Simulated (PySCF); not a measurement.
Species: C5H10Si.
Atom-mapped SMILES: `[CH2:1]=[CH:2][SiH:3]([CH3:4])[CH:5]=[CH2:6]` (hydrogens: H7, H8 on C1; H9 on C2; H10 on Si3; H11, H12, H13 on C4; H14 on C5; H15, H16 on C6)

Structure used (GFN2-xTB), in Å, numbered top down from 1:
```xyz
16
C5H10Si angstrom
C      2.585    0.189   -0.069
C      1.521   -0.486   -0.476
Si    -0.254    0.163   -0.500
C     -0.330    1.946    0.155
C     -1.303   -0.944    0.617
C     -2.087   -1.922    0.192
H      3.580   -0.232   -0.073
H      2.510    1.202    0.290
H      1.666   -1.503   -0.825
H     -0.760    0.103   -1.883
H     -1.349    2.320    0.164
H      0.260    2.616   -0.464
H      0.053    2.012    1.169
H     -1.244   -0.768    1.686
H     -2.188   -2.148   -0.857
H     -2.667   -2.540    0.862
```

Level of theory: PySCF 2.14.0, density-fitted response routines, TDDFT CAM-B3LYP/def2-SVPD, vertical, gas phase, core orbitals frozen in the response.

Ground-to-excited transition dipoles (e·a0, same axes as the geometry; the sign carries no meaning), for the states with f of 0.002 or more among the lowest 7:

| state | E (hartree) | μx | μy | μz |
| --- | --- | --- | --- | --- |
| S1 | 0.2355 | 0.692 | 0.338 | 0.009 |
| S2 | 0.2450 | 0.100 | -0.211 | 0.065 |
| S3 | 0.2633 | 1.639 | 1.006 | 0.239 |
| S4 | 0.2729 | -0.225 | 0.484 | -0.072 |
| S5 | 0.2780 | 0.038 | 0.062 | 0.403 |
| S6 | 0.2798 | 0.173 | -0.402 | 0.130 |
| S7 | 0.2858 | 0.386 | 0.114 | -0.025 |

(1) Work out the oscillator strengths.

(2) Which bond between heavy atoms lies closest to the direction of the S3 transition dipole?

(3) What angle do the transition dipoles of S4 and S5 make?

(4) What peak molar absorption coefficient would the strongest computed level give as a lone Gaussian band 0.3 eV wide at half height?

Answers

(1) f = (2/3) ΔE |μ|² with ΔE in hartree (27.2114 eV).

```csv
state,|μ|² (au),|μ| (D),f
S1,0.593,1.96,0.093
S2,0.059,0.62,0.010
S3,3.756,4.93,0.659
S4,0.290,1.37,0.053
S5,0.167,1.04,0.031
S6,0.208,1.16,0.039
S7,0.162,1.02,0.031
```

(2) C1–C2, at 11° from it; next C5–C6 at 22°.

(3) |cos θ| = |μa·μb| / (|μa| |μb|) = 0.03, so θ ≈ 88° (taken between 0 and 90°, since the signs are arbitrary).

(4) ε(max) = 2.175×10⁸ f / FWHM, with the width in cm⁻¹. S3: 2.175×10⁸ × 0.6592 / 2420 ≈ 59000 L mol⁻¹ cm⁻¹.

One conformer stands for the species.
